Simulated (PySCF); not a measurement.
A species of formula [C6H14PSi]+ has this rotational fingerprint, computed with PBE0-D3(BJ)/def2-SVP geometry optimisation, gas phase in PySCF 2.14.0:

| Property | Result |
| --- | --- |
| Rotational constants | A = 1572, B = 1189, C = 764.5 MHz |
| Dipole components (about the centre of mass) | \|μa\| = 4.61 D, \|μb\| = 1.02 D, \|μc\| = 0.17 D |
| Inertial defect | -85.42 u·Å² |
| κ | 0.05 |

Problem. Which structure is it? (One computed conformer of each.)
A. `[CH2:1]=[CH:2][C@@H:3]1[C@H:4]([SiH3:5])[CH2:6][P@H+:7]1[CH3:8]` (charge +1) with C1–C2–C3–C4 -129°, C2–C3–C4–Si5 -23°, C3–C4–C6–P7 21°, C4–C6–P7–C8 -140°, C2–C3–P7–C6 142°
B. `[CH3:1][CH2:2][P@H+:3]1[CH2:4][CH:5]=[C:6]([SiH3:7])[CH2:8]1` (charge +1) with C1–C2–P3–C4 -177°, C2–P3–C4–C5 109°, P3–C4–C5–C6 8°, C5–C6–C8–P3 -8°, C2–P3–C8–C6 -109°

Solution. A. It is C=C[C@@H]1[C@H]([SiH3])C[P@H+]1C, an asymmetric top, point group C1. The candidates at the same level (rigid rotor, commonest isotopes):

```json
{"SMILES": "C=C[C@@H]1[C@H]([SiH3])C[P@H+]1C", "A (MHz)": "1572", "B (MHz)": "1189", "C (MHz)": "764.5", "μa (D)": "4.61", "μb (D)": "1.02", "μc (D)": "0.17", "Δ (u·Å²)": "-85.42", "point group": "C1", "rotor": "asymmetric top"}
{"SMILES": "CC[P@H+]1CC=C([SiH3])C1", "A (MHz)": "2625", "B (MHz)": "762.7", "C (MHz)": "650.9", "μa (D)": "4.39", "μb (D)": "1.20", "μc (D)": "0.62", "Δ (u·Å²)": "-78.67", "point group": "C1", "rotor": "asymmetric top"}
```

`CC[P@H+]1CC=C([SiH3])C1` has A 67 % too high. No structure here is proved a minimum.
